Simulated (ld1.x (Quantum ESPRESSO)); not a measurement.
# Before and after: TM potential for Sb

| Quantity | Value |
| --- | --- |
| Element | Sb (Z = 51) |
| Generator | ld1.x (Quantum ESPRESSO) 7.5 |
| Type | norm-conserving Troullier–Martins (Kleinman–Bylander form) |
| Functional | PBE |
| Relativity | fully relativistic |
| Frozen core | [Kr] 4d10 |
| Valence charge | 5 |
| Reference configuration | 5s2 5p3 |
| Partial waves | 5p (bound): rc 2.55 bohr; 5d channel at 0.4 Ry: rc 2.40 bohr; 5s (bound): rc 1.90 bohr |
| Local potential | the s channel |
| Core correction | a·sin(br)/r model core inside 1.70 bohr |

Open shells are filled in proportion to 2j + 1 (rel_dist='average').

Change: core correction a·sin(br)/r model core inside 2.02 bohr.

Cutoffs: the cutoffs (Ry, on a coarse ladder) from which the occupation-weighted sum of valence levels, in a spherical-Bessel basis at the reference potential, stays within 10 and 1 mRy of its value at 400 Ry; they do not see the model core or the augmentation charge, which bear on the density cutoff. Errors are all-electron minus pseudo energies relative to the spin-unpolarised reference configuration.

Problem. How do hardness, ghosts and transferability respond?

Solution. The potential gets neither clearly harder nor softer (25 Ry and 35 Ry → 25 Ry and 35 Ry); of the 7 tests that both files solve, the error grows in 3 and shrinks in 2 by more than 15 % and 0.3 meV (median size 33.1 → 23.7 meV); neither file shows a bound ghost. A wider model core is smoother and lowers the density cutoff, which this test does not measure.

| quantity | base | changed |
| --- | --- | --- |
| cutoff, loose | 25 Ry | 25 Ry |
| cutoff, tight | 35 Ry | 35 Ry |
| bound ghosts | none | none |
| error for 5s2 5p2, meV [ΔE 8.33 eV] | -3.6 | -4.9 |
| error for 5s2 5p1, meV [ΔE 24.32 eV] | -33 | -41 |
| error for 5s2 5p0, meV [ΔE 48.76 eV] | -138 | -160 |
| error for 5s0 5p5, meV [ΔE 16.38 eV] | -39 | -24 |
| error for 5s1 5p0, meV [ΔE 93.05 eV] | -475 | -480 |
| error for 5s1 5p4, meV [ΔE 8.09 eV] | -9.9 | -6.4 |
| error for 5s2 5p2.5, meV [ΔE 3.27 eV] | -0.5 | -0.7 |
| s: phases at 2.75 bohr within 0.05 rad from the reference energy up to (Ry; the scan ends near 5) | 2.0 | 2.0 |
| p1/2: phases at 2.75 bohr within 0.05 rad from the reference energy up to (Ry; the scan ends near 5) | 3.1 | 3.1 |
| p3/2: phases at 2.75 bohr within 0.05 rad from the reference energy up to (Ry; the scan ends near 5) | 3.0 | 3.0 |
| d3/2: phases at 2.75 bohr within 0.05 rad from the reference energy up to (Ry; the scan ends near 5) | 3.0 | 3.0 |
| d5/2: phases at 2.75 bohr within 0.05 rad from the reference energy up to (Ry; the scan ends near 5) | 1.1 | 1.1 |
